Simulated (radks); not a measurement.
Valence configurations of the indium ion In+ (all share [Kr]). All-electron calculation, scalar-relativistic Kohn-Sham, PBEsol, spin-polarised, spherical densities, point nucleus; open shells are filled with parallel spins first (spin-orbit coupling, left out, can overturn this in heavy ions). Program: a radial shooting solver on a logarithmic mesh with Libxc functionals. Energies are relative to 4d10 5s2; eigenvalues in eV for spin up.

| valence | E (eV) | moment (Bohr magnetons) | e(4d) | e(5p) | e(5s) |
|---|---|---|---|---|---|
| 4d10 5s2 | 0.000 | 0 | -26.073 | - | -14.985 |
| 4d9 5s2 5p1 | 19.259 | 2 | -32.384 | -10.572 | -17.896 |
| 4d8 5s2 5p2 | 41.838 | 4 | -38.584 | -12.383 | -20.456 |
| 4d9.5 5s2 5p0.5 | 9.223 | 1 | -29.249 | -9.555 | -16.499 |
| 4d9 5s1.5 5p1.5 | 22.228 | 3 | -33.077 | -11.166 | -18.598 |
| 4d10 5s1 5p1 | 5.761 | 2 | -27.662 | -9.870 | -16.655 |
| 4d10 5s1.5 5p0.5 | 3.078 | 1 | -26.912 | -9.223 | -15.886 |
| 4d10 5p2 | 12.595 | 2 | -29.075 | -10.599 | - |

NIST lists [Kr] 4d10 5s2 as the ground configuration; this level of theory agrees among the configurations tried. The energies are those of spherical high-spin densities, not of single terms.
